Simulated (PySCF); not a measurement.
Computed shifts of a molecule C₅H₄F₂, B3LYP/pcSseg-1 run with PySCF, GIAO, gas phase, atoms alike by connectivity averaged where their shifts nearly agree, in ppm (number of nuclei): ¹³C: 143.6 (1), 126.1 (1), 111.2 (1), 92.5 (1), 91.9 (1). ¹⁹F: -133.9 (2). ¹H: 6.70 (1), 6.36 (1), 6.26 (1), 6.19 (1). References: ¹³C against TMS (σ = 181.3 ppm); ¹⁹F against CFCl3 (σ = 161.7 ppm); ¹H against TMS (σ = 31.68 ppm), references at their B3LYP-D3(BJ)/def2-TZVP geometries, non-relativistic. Geometry optimised at PBE0-D3(BJ)/def2-SVP. Other conformers were not sampled.

Which molecule gave these data?
A. C#CC(=C)C(F)F
B. C=CC#CC(F)F
C. FC1(F)C=CC=C1
D. FC1=C(F)CC=C1

B, C=CC#CC(F)F
